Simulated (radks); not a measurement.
The numbers below are computed, except where a source is named.
Problem. The mean radii <r> (bohr) of the occupied orbitals of an atom or ion are listed with their occupations. Code: a radial shooting solver on a logarithmic mesh with Libxc functionals. Model: scalar-relativistic Kohn-Sham, SCAN, spin-polarised, spherical densities, finite nucleus; meta-GGA in the generalised Kohn-Sham scheme; Fermi nuclear charge, rms radius of each element as measured or else 0.836 A^(1/3) + 0.57 fm.

orbital  occ.      <r>
1s up       1  0.01632
1s down     1  0.01632
2s up       1  0.06873
2s down     1  0.06873
2p up       3  0.06234
2p down     3  0.06234
3s up       1   0.1774
3s down     1   0.1774
3p up       3   0.1792
3p down     3   0.1792
3d up       5   0.1625
3d down     5   0.1625
4s up       1   0.3915
4s down     1   0.3915
4p up       3   0.4172
4p down     3   0.4172
4d up       5   0.4397
4d down     5   0.4397
5s down     1   0.8803
5s up       1   0.8792
4f up       7   0.4678
4f down     7   0.4677
5p down     3    1.007
5p up       3    1.007
5d up       5    1.367
5d down     5    1.348
6s up       1    2.271

Name the element and its charge. Open shells, if any, are filled with parallel spins first.

Solution. Z = 81, thallium, charge +2: Tl2+ in [Xe] 4f14 5d10 6s1. The 1s radius gives Z: for a bare nucleus <r> = (2 gamma + 1)/(2Z) with gamma = sqrt(1 - (Z/c)^2), 0.01613 bohr for Z = 81, and screening makes it slightly larger (0.01632 here). The occupations add up to 79, and the charge is Z minus that.
